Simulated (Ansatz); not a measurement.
`C=[CH][AlH][F]` + NH₃ → `C=[CH][AlH][NH2]` + H–F at 400 K and 1 bar (ligand exchange at the Al–F bond).

Isolated molecules relaxed with PBE0-D4/def2-TZVP in Ansatz; ΔE leaves out vibrations. CCSD(T)/CBS adds triple-zeta CCSD(T) − MP2 to the extrapolated MP2 energy (def2 sets, frozen cores). This one scheme is used for every species. One conformer a species, not always the lowest.

| species | CCSD(T)/CBS energy (Eh) | H − E (kJ/mol) | S (J/(mol·K)) |
| --- | --- | --- | --- |
| `C=[CH][AlH][F]` | -420.36993 | 160.9 | 339.0 |
| NH₃ | -56.50880 | 104.2 | 203.1 |
| `C=[CH][AlH][NH2]` | -376.44585 | 226.0 | 369.4 |
| H–F | -100.39570 | 36.5 | 182.2 |

H − E and S are ideal-gas, rigid-rotor, harmonic terms from PBE0-D4/def2-TZVP, for one conformer and one mirror image of each species. 1 Eh = 2625.50 kJ/mol, R = 8.31446 J/(mol·K).

Problem. By hand: ΔE, ΔH, ΔS and ΔG.

Solution. ΔE = (-376.44585) + (-100.39570) − (-420.36993) − (-56.50880) = 0.03718 Eh = 97.6 kJ/mol. Δ(H − E) = 226.0 + 36.5 − 160.9 − 104.2 = -2.6, so ΔH = 95.0 kJ/mol. ΔS = 369.4 + 182.2 − 339.0 − 203.1 = 9.5 J/(mol·K). ΔG = 95.0 − 400 × (9.5)/1000 = 91.2 kJ/mol.

Problem. By hand: the equilibrium constant, and the temperature at which ΔG would vanish if ΔH and ΔS stayed fixed.

Solution. log₁₀ K = −ΔG/(RT ln 10) = -11.9. ΔG = 0 at ΔH/ΔS = 10000 K, far beyond where these terms or the molecules hold.

The number of gas molecules stays the same, so ΔS is small and ΔH decides. A doubt of 5 kJ/mol in ΔE shifts log₁₀ K by 0.7 here. Other conformers and mirror images would add mixing entropy, several J/(mol·K) or more a flexible species. Modes under 60 cm⁻¹, often nearly free rotors, make the harmonic entropy too high. These are equilibria of isolated gas molecules and say nothing of rates. Largest T1 diagnostic: 0.012 (customary marks: 0.02 for closed shells, 0.045 for open ones).
